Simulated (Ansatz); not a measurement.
`[SiH3]C[SiH2]Cl` + H₂Se → `[SiH3]C[SiH2][SeH]` + HCl at 400 K and 1 bar (ligand exchange at the Si–Cl bond).

Program: Ansatz. Geometries: PBE0-D4/def2-TZVP. ΔE: electronic, gas phase. CBS: MP2 limit from def2 TZ/QZ plus the TZ coupled-cluster correction, frozen cores. This one scheme is used for every species. For Se outer-core shells are correlated without core-valence functions, which leaves a few kJ/mol of doubt a bond. Scalar relativity is left out up to krypton. Each species was taken in one conformer, which may not be the lowest.

```csv
species,CCSD(T)/CBS energy (Eh),H − E (kJ/mol),S (J/(mol·K))
`[SiH3]C[SiH2]Cl`,-1080.25737,219.7,394.5
H₂Se,-2401.89790,49.4,229.5
`[SiH3]C[SiH2][SeH]`,-3021.76113,241.0,417.3
HCl,-460.38127,29.6,195.4
```

H − E and S are ideal-gas, rigid-rotor, harmonic terms from PBE0-D4/def2-TZVP, for one conformer and one mirror image of each species. 1 Eh = 2625.50 kJ/mol, R = 8.31446 J/(mol·K).

Problem. By hand: ΔE, ΔH, ΔS and ΔG.

Solution. ΔE = (-3021.76113) + (-460.38127) − (-1080.25737) − (-2401.89790) = 0.01287 Eh = 33.8 kJ/mol. Δ(H − E) = 241.0 + 29.6 − 219.7 − 49.4 = 1.5, so ΔH = 35.3 kJ/mol. ΔS = 417.3 + 195.4 − 394.5 − 229.5 = -11.3 J/(mol·K). ΔG = 35.3 − 400 × (-11.3)/1000 = 39.8 kJ/mol.

Problem. By hand: the equilibrium constant, and the temperature at which ΔG would vanish if ΔH and ΔS stayed fixed.

Solution. log₁₀ K = −ΔG/(RT ln 10) = -5.2. ΔH and −TΔS have one sign here, so there is no such temperature.

The number of gas molecules stays the same, so ΔS is small and ΔH decides. A doubt of 5 kJ/mol in ΔE shifts log₁₀ K by 0.7 here. Other conformers and mirror images would add mixing entropy, several J/(mol·K) or more a flexible species. Modes under 60 cm⁻¹, often nearly free rotors, make the harmonic entropy too high. These are equilibria of isolated gas molecules and say nothing of rates. Largest T1 diagnostic: 0.010 (customary marks: 0.02 for closed shells, 0.045 for open ones).

ΔS is within the doubt of such terms, so its sign, and with it that verdict, could turn.
